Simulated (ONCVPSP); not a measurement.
## Pr (Z = 59): ONCV pseudisation with BLYP, fully relativistic reference atom.

```json
{
  "Element": "Pr (Z = 59)",
  "Generator": "ONCVPSP 4.0.1",
  "Type": "optimised norm-conserving Vanderbilt (ONCV)",
  "Functional": "BLYP",
  "Relativity": "fully relativistic",
  "Frozen core": "[Kr] 4d10",
  "Valence charge": "13",
  "Reference configuration": "4f3 5s2 5p6 6s2",
  "Partial waves": "5s+6s: rc 2.05 bohr, ncon 3, nbas 6, qcut 5 1/bohr, 2 projectors; 5p: rc 1.90 bohr, ncon 4, nbas 8, qcut 3.5 1/bohr, 3 projectors, debl 0.4 Ha; d scattering state at 0.36 Ha: rc 2.10 bohr, ncon 4, nbas 7, qcut 5.2 1/bohr, 3 projectors, debl 3.7 Ha; 4f: rc 0.90 bohr, ncon 3, nbas 7, qcut 14.4 1/bohr, 3 projectors, debl 1.2 Ha",
  "Local potential": "polynomial inside 0.60 bohr (lpopt 4, dvloc0 4 Ha)",
  "Core correction": "Teter function, fcfact 3.75, rcfact 1.5"
}
```

Open shells are filled in proportion to 2j + 1.

In the p channel the program set the typed energies aside and used -0.748, 0.250, 0.650 Ha (j = l + 1/2; the other j can differ). In the d channel the program set the typed energies aside and used 0.050, 3.750, 7.450 Ha (j = l + 1/2; the other j can differ).

Poles of the logarithmic derivatives, all-electron (AE) and pseudo (PS). Narrow ghost or core levels that the grid stepped over were put in at their known energies. s: poles at -0.8 (AE) and -0.8, 3.6 (PS) Ha. p3/2: poles at 0.7 (AE) and 0.7 (PS) Ha. p1/2: poles at 0.4 (AE) and -2.5, 0.4 (PS) Ha. d5/2: poles at 1.6 (AE) and 1.6 (PS) Ha. d3/2: poles at 1.6 (AE) and 1.6 (PS) Ha. f7/2: poles at 3.9 (AE) and 3.9 (PS) Ha. f5/2: poles at 3.9 (AE) and 3.9 (PS) Ha. Test radii: s 2.08, p3/2 1.93, p1/2 1.93, d5/2 2.13, d3/2 2.13, f7/2 0.91, f5/2 0.91 bohr.

- Ghost test: ghosts flagged at negative energy: s at -529.0 eV, p3/2 at -4284.3 eV, p3/2 at -92.8 eV, f7/2 at -239.5 eV, p1/2 at -67.1 eV and 1 more (a further GHOST(-) flag falls on a real empty level of the atom); GHOST(+) flagged for s at 103.5 eV, d5/2 at 179.4 eV, d3/2 at 187.1 eV; a true bound ghost makes a file unfit for plane-wave use
- Configuration tests: tests left out (the all-electron energies of this program are off by 10 to 40 meV for near-neutral 4f atoms)
- rms error of d²Exc/dni dnj: 11.69 mHa without and 5.24 mHa with the model core
